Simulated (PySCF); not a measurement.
Xenon: a sound run and one with changed settings

Sound run: Xe [Xe], Xe⁺ [Kr] 4d10 5s2 5p5. All numbers are calculated (PySCF 2.14, scalar relativity through the core potential, in def2-SVP with the def2 core potential (28 electrons) (6s5p3d2f, 50 functions)). The sound run starts from symmetry-adapted Hartree-Fock orbitals and uses a fine grid where one is needed.

Changed run: 26 angular points. This setting is unsound on purpose.

| species | method | sound run (hartree) | changed run (hartree) | converged |
| --- | --- | --- | --- | --- |
| Xe | UHF | -328.29839 | -328.29839 | yes |
| Xe | MN15 | -328.55681 | -328.55681 | yes |
| Xe | TPSS | -329.24177 | -329.24177 | yes |
| Xe⁺ | UHF | -327.87704 | -327.87704 | yes |
| Xe⁺ | MN15 | -328.10949 | -328.10950 | yes |
| Xe⁺ | TPSS | -328.78719 | -328.78728 | yes |

Ionisation energy of Xe:

```tsv
method	sound run (eV)	changed run (eV)
UHF	11.466	11.466
MN15	12.172	12.172
TPSS	12.370	12.368
```

A coarse angular grid integrates products of high-l functions wrongly, so density functionals can shift, and the SCF can exploit the error; Hartree-Fock and MP2 need no grid.

For comparison, NIST gives 12.130 eV between the lowest levels.
